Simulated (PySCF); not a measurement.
## Radial density of C²⁺ (carbon, charge +2)

UHF, [He] 2s1 2p1, high-spin 3P determinant (an excited configuration). Calculation: PySCF 2.14, in dyall-acv3z; the non-relativistic Hamiltonian (point nucleus).

| r (bohr) | 4πr²ρ (e/bohr) | 4πr²(ρα − ρβ) |
| --- | --- | --- |
| 0.00362 | 0.01981 | 0.0007 |
| 0.00608 | 0.05444 | 0.0018 |
| 0.0102 | 0.1465 | 0.0048 |
| 0.0172 | 0.3815 | 0.0125 |
| 0.0289 | 0.9380 | 0.0307 |
| 0.0487 | 2.099 | 0.0681 |
| 0.0819 | 4.012 | 0.1266 |
| 0.138 | 5.910 | 0.1729 |
| 0.232 | 5.689 | 0.1459 |
| 0.390 | 2.877 | 0.2035 |
| 0.655 | 1.281 | 0.8712 |
| 1.10 | 1.547 | 1.5377 |
| 1.85 | 0.6948 | 0.6948 |
| 3.12 | 0.04391 | 0.0439 |
| 5.25 | 0.0001065 | 0.0001 |
